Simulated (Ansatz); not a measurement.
CH$_{6}$In$_{2}$O. The species carries charge 0 and has multiplicity 1. In: def2 effective core potential. The bonds changed during the relaxation, so this is another structure than the one it started from. The structure was optimised at the PBE0-D4/def2-TZVP level. It is one conformer, not always the lowest.

```xyz
10

O    -1.139   -0.848   -0.547
In   -1.338    0.962    0.477
C     0.760    0.994    0.619
In    1.143   -0.906   -0.459
H    -1.789   -1.439   -0.926
H    -2.976    1.394    0.625
H     1.159    1.891    0.138
H     1.068    1.003    1.667
H     1.625   -0.762   -2.115
H     1.487   -2.289    0.523
```

Task: What is the dipole moment at ωB97M-V/def2-TZVPP? (Estimate.)

Result: Computed: 3.92 D, with components (-3.14, 2.11, 1.04) D in this frame, pointing from negative to positive charge.

Task: And with PBE, r2SCAN, B3LYP? (Best estimate.)

Result: Computed: PBE 3.66 D, r2SCAN 3.74 D, B3LYP 3.76 D.

Task: Give the Mulliken charges with ωB97M-V, PBE, B3LYP in def2-TZVPP. (Estimate.)

Result: Computed: 
```
atom  ωB97M-V    PBE  B3LYP
  O1    -0.60  -0.54  -0.60
 In2     0.64   0.57   0.65
  C3    -0.75  -0.62  -0.66
 In4     0.55   0.58   0.66
  H5     0.18   0.19   0.19
  H6    -0.05  -0.07  -0.09
  H7     0.16   0.13   0.13
  H8     0.16   0.13   0.13
  H9    -0.15  -0.18  -0.20
 H10    -0.15  -0.18  -0.20
```

B3LYP here is the variant with VWN-RPA as its local correlation; programs differ in this.
